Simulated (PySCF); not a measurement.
# A small calculation by hand: chemical shift, span and skew from a shielding tensor

Be(Br)(SiH3) (BeBrH3Si), SMILES [SiH3][Be][Br]. Atoms are numbered in the order given.

```xyz
6

Be     0.0000     0.0000     0.5342
Br     0.0000     0.0000    -1.4233
Si     0.0000     0.0000     2.7087
H     -1.1995    -0.6925     3.2521
H      0.0000     1.3851     3.2521
H      1.1995    -0.6925     3.2521
```

Geometry optimised at ωB97X-D3(BJ)/def2-TZVP.

GIAO shieldings from HF/pcSseg-2 (PySCF), non-relativistic, no solvent. The symmetric part of the tensor of Si3 has the principal values 493.2, 515.1, 515.1 ppm. The same nucleus in TMS has σ = 383.2 ppm at this level (PySCF, at its B3LYP-D3(BJ)/def2-TZVP geometry). Without spin–orbit terms, shifts of atoms bonded to Cl or Br come out too high.

Work out the isotropic shielding, the ²⁹Si shift against TMS, the span and the skew.


σ(iso) = (σ11 + σ22 + σ33)/3 = 507.8 ppm. δ = σ(ref) − σ(iso) = 383.2 − (507.8) = -124.6 ppm.
Span Ω = σ33 − σ11 = 21.9 ppm. Skew κ = 3(σ(iso) − σ22)/Ω = -1.00, an axial tensor. Tumbling in solution averages the tensor to δ; in a static solid the shielding alone would spread this spin-1/2 line over Ω.
